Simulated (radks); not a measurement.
The numbers below are computed, except where a source is named.
Neutral hydrogen inside a hard spherical wall (all orbitals vanish at R), configuration held at 1s1 and not refilled when levels cross. Level of theory: scalar-relativistic Kohn-Sham, r2SCAN, spin-unpolarised, spherical densities, finite nucleus; meta-GGA in the generalised Kohn-Sham scheme; Gaussian nuclear charge, rms radius 0.8783 fm; without spin polarisation the odd electron is poorly described (a radial shooting solver on a logarithmic mesh with Libxc functionals). Eigenvalues in eV, with the zero of energy where the potential of the charges vanishes at infinity; a dash marks a level that is unbound or too diffuse for the functional's potential to be trusted. A positive occupied level is held by the wall or, in an anion where self-interaction has pushed it up, behind a barrier. The pressure on the wall is -dE/dV.

R (bohr)  E (hartree)  kinetic (hartree)   e(1s)  e(2s, empty)  e(2p, empty)  pressure (GPa)
free         -0.45287              0.441  -6.650             -             -               0
15           -0.45287              0.441  -6.650             -             -        < 0.0001
8            -0.45276              0.442  -6.635         4.015         3.339         0.00549
6            -0.45120              0.453  -6.491         7.321         5.088           0.146
4            -0.42878              0.545  -5.203        20.242        11.797            4.72
3.5          -0.40562              0.617  -4.135        28.307        15.955            12.3
3            -0.35879              0.740  -2.198        41.331        22.654            34.3
